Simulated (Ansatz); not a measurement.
Ansatz (a first-principles code) input (PBE/def2-SVP):

Ansatz 0.2 input:
```yaml
crystal:
  periodic: [false, false, false]
  atoms:
    - {symbol: C, position_ang: [2.68393600, 0.54521700, -0.87319800]}
    - {symbol: C, position_ang: [1.64485300, 0.21086900, 0.13456200]}
    - {symbol: N, position_ang: [0.28822000, 0.36904700, -0.37993100]}
    - {symbol: C, position_ang: [-0.07136300, 1.75868400, -0.62193900]}
    - {symbol: Ge, position_ang: [-1.02129700, -0.69627200, 0.38081700]}
    - {symbol: H, position_ang: [3.67350300, 0.85634300, -0.56776000]}
    - {symbol: H, position_ang: [2.49579900, 0.34616400, -1.91947600]}
    - {symbol: H, position_ang: [1.76819000, -0.83800600, 0.44822900]}
    - {symbol: H, position_ang: [1.81153800, 0.80988700, 1.04762900]}
    - {symbol: H, position_ang: [-0.06263000, 2.37324600, 0.29289900]}
    - {symbol: H, position_ang: [-1.06829100, 1.81842100, -1.06110200]}
    - {symbol: H, position_ang: [0.63061400, 2.21137800, -1.32699900]}
    - {symbol: H, position_ang: [-0.49888200, -2.14152900, 0.35101100]}
    - {symbol: H, position_ang: [-2.28768200, -0.52760200, -0.47376500]}
    - {symbol: H, position_ang: [-1.34276600, -0.29952900, 1.84614000]}
basis:
  gaussian:
    orbitals: def2-SVP
hamiltonian:
  xc: {name: PBE}
magnetization: {spin_polarized: true, initial_magnetization: 1}
output: {forces: true}
```

Output:

```
Functional definition: PBE
integrals: 0.09 GiB planned
1577 factors; their error is unknown
mean field: 0.61 GiB planned
mean field evaluation 1: about -61242.9548 eV, gradient 4.8e1 eV
mean field evaluation 2: about -61198.1580 eV, gradient 1.0e2 eV
mean field evaluation 4: about -61254.1057 eV, gradient 8.5e0 eV
mean field evaluation 8: about -61254.3994 eV, gradient 3.8e-1 eV
mean field evaluation 16: about -61254.3137 eV, gradient 2.0e-3 eV
mean field -61254.31371466 eV, -2251.0545093488 hartree, gradient 2.2e-5 eV, S^2 0.753410; 0 other end points of the search recorded, 0 dependent functions left out
the calculation of the forces begins
reference -61254.31375422 eV, -2251.0545108026 hartree; 34, 33 occupied and 104, 105 virtual orbitals, 1577 factors
Total energy: -61254.31375422 eV, -2251.0545108026 hartree
Atom 0 at     2.683936     0.545217    -0.873198 Å, force    -0.291680    -0.003698     0.331510 eV/Å
Atom 1 at     1.644853     0.210869     0.134562 Å, force    -0.204753     0.212827    -0.560831 eV/Å
Atom 2 at     0.288220     0.369047    -0.379931 Å, force     0.043403     0.041533    -0.079431 eV/Å
Atom 3 at    -0.071363     1.758684    -0.621939 Å, force     0.102530    -0.583785     0.141547 eV/Å
Atom 4 at    -1.021297    -0.696272     0.380817 Å, force    -0.010721    -0.012593     0.004500 eV/Å
Atom 5 at     3.673503     0.856343    -0.567760 Å, force     0.640710     0.200398     0.198149 eV/Å
Atom 6 at     2.495799     0.346164    -1.919476 Å, force    -0.134312    -0.148457    -0.677746 eV/Å
Atom 7 at     1.768190    -0.838006     0.448229 Å, force     0.070263    -0.573822     0.200969 eV/Å
Atom 8 at     1.811538     0.809887     1.047629 Å, force     0.134360     0.284200     0.528140 eV/Å
Atom 9 at    -0.062630     2.373246     0.292899 Å, force    -0.007271     0.384010     0.463557 eV/Å
Atom 10 at    -1.068291     1.818421    -1.061102 Å, force    -0.555318     0.065773    -0.253623 eV/Å
Atom 11 at     0.630614     2.211378    -1.326999 Å, force     0.391644     0.277857    -0.395020 eV/Å
Atom 12 at    -0.498882    -2.141529     0.351011 Å, force     0.070512    -0.204032    -0.008714 eV/Å
Atom 13 at    -2.287682    -0.527602    -0.473765 Å, force    -0.175648     0.019509    -0.123537 eV/Å
Atom 14 at    -1.342766    -0.299529     1.846140 Å, force    -0.073719     0.040280     0.230532 eV/Å
Dipole moment:     0.035084     0.053811     0.068479 e Å
```

The geometry given is a B3LYP-D3(BJ)/def2-TZVP minimum.
